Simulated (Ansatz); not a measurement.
Gas-phase electronic energies from Ansatz, PBE0-D4/def2-TZVP geometries. CCSD(T)/CBS adds triple-zeta CCSD(T) − MP2 to the extrapolated MP2 energy (def2 sets, frozen cores). DFT in def2-TZVPP. One conformer a species, not always the lowest.

Consider the ligand exchange at the Si–N bond: `[SiH3]NCBCl` + `C[O][AlH][SH]` → `C[O][AlH][S][SiH3]` + `NCBCl`.

| level | ΔE (kJ/mol) |
| --- | --- |
| r2SCAN-D4 | -28.5 |
| PBE0-D4 | -31.3 |
| ωB97M-V | -23.0 |
| HF/def2-TZVPP | -16.2 |
| CCSD/def2-TZVPP | -19.2 |
| HF/def2-QZVPP | -15.6 |
| MP2/CBS(def2) | -27.5 |
| CCSD/CBS(def2) | -23.0 |

**Question.** What does CCSD(T)/CBS give? (Estimate.)

**Answer.** Ansatz gave: -24.7 kJ/mol. The listed levels differ from it by -3.8, -6.6, 1.7, 8.5, 5.5, 9.1, -2.8, 1.7 kJ/mol.

Largest T1 diagnostic among the species: 0.012.

The D4 term adds −3.6 kJ/mol with B3LYP and −1.9 kJ/mol with PBE0; it sums over pairs of atoms, weighted by their polarisabilities, and B3LYP, whose exchange is more repulsive, gets the larger term. In def2-TZVPP, CCSD(T) changes the Hartree–Fock value by −4.7 kJ/mol (the triples alone add −1.7 kJ/mol) and MP2 by −7.5 kJ/mol.

B3LYP here is the variant with VWN-RPA as its local correlation; programs differ in this.
